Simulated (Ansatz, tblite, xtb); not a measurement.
## SnH4Se (SMILES [SeH][SnH3]): methods side by side

The species is SnH4Se (6 atoms), meant as a singlet with charge 0. As SMILES, `[SeH][SnH3]`. Geometry: relaxed at PBE0-D4/def2-TZVP.

Quantity: the dipole moment, in D. The values are calculated.

| level | kind | program | value (D) | CPU time |
| --- | --- | --- | --- | --- |
| GFN2-xTB | semi-empirical | tblite | 1.97 | under 2 s |
| IPEA1-xTB | semi-empirical | tblite | 1.66 | under 2 s |
| GFN0-xTB | semi-empirical | xtb | 1.02 | under 2 s |
| GFN1-xTB | semi-empirical | xtb | 0.47 | under 2 s |
| HF/STO-3G | Hartree–Fock | Ansatz | 2.34 | 2.1 s |
| HF/3-21G | Hartree–Fock | Ansatz | 2.15 | 2.7 s |
| HF/def2-SVP (core potential) | Hartree–Fock | Ansatz | 1.60 | 5.1 s |
| HF/def2-SVPD (core potential) | Hartree–Fock | Ansatz | 1.54 | 8.7 s |
| PBE0/def2-SVP (core potential) | global hybrid | Ansatz | 1.38 | 10 s |
| B3LYP/def2-TZVP (core potential) | global hybrid | Ansatz | 1.25 | 18 s |

All-electron rows without a relativistic Hamiltonian named are non-relativistic, while core potentials hold scalar relativity, so basis and relativity change together. The values span 0.47 to 2.34 D. Magnitudes only: a small dipole may point the other way at some levels. Sets without polarisation functions give poor dipoles. Without the sets that lack polarisation functions the rows with a basis span only 1.25 to 1.60 D. CPU times are rough (shared hosts, several kinds of processor): they show what a rung costs within a factor of a few.
